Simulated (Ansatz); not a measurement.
`O[SiH]1[NH][Al]1[Cl]` + H₂ → `O[SiH]1[NH][AlH]1` + HCl  (hydrogenolysis of the Al–Cl bond)

Isolated molecules relaxed with PBE0-D4/def2-TZVP in Ansatz; ΔE leaves out vibrations. CBS: MP2 limit from def2 TZ/QZ plus the TZ coupled-cluster correction, frozen cores. This one scheme is used for every species. DFT in def2-TZVPP. One conformer a species, not always the lowest.

| level | ΔE (kJ/mol) |
| --- | --- |
| BHLYP-D4 | 147.8 |
| CAM-B3LYP-D4 | 143.6 |
| revPBE | 143.1 |
| HF/def2-SVP | 136.6 |
| SCS-MP2/def2-TZVPP | 149.5 |
| CCSD/def2-TZVPP | 142.3 |
| HF/def2-QZVPP | 137.9 |
| MP2/CBS(def2) | 158.9 |

Q: What does CCSD(T)/CBS give? (Estimate.)

A: Computed: +149.0 kJ/mol. The listed levels differ from it by -1.2, -5.4, -5.9, -12.4, 0.5, -6.7, -11.1, 9.9 kJ/mol.

Q: What do rigid-rotor, harmonic-oscillator terms from PBE0-D4/def2-TZVP frequencies (298.15 K, 1 bar) make of the CCSD(T)/CBS value? (An estimate is asked.)

A: Computed: ΔZPE = +2.8 kJ/mol, ΔH = +149.3 kJ/mol, ΔS = 23 J/(mol·K), ΔG = +142.3 kJ/mol.

Largest T1 diagnostic among the species: 0.014.

Leaving LDA and LC-ωPBE aside and taking each functional with its dispersion term where it has one, the values, not all of them listed here, spread over 15.1 kJ/mol, from B97M-V to r2SCAN-D4. LDA lies −3.3 kJ/mol from PBE without D4. The D4 term adds +5.0 kJ/mol with B3LYP and +2.9 kJ/mol with PBE0; it sums over pairs of atoms, weighted by their polarisabilities, and B3LYP, whose exchange is more repulsive, gets the larger term. At CCSD(T), def2-SVP lies −6.2 kJ/mol from the extrapolated value and def2-TZVPP −3.0 kJ/mol.

B3LYP here is the variant with VWN-RPA as its local correlation; programs differ in this.
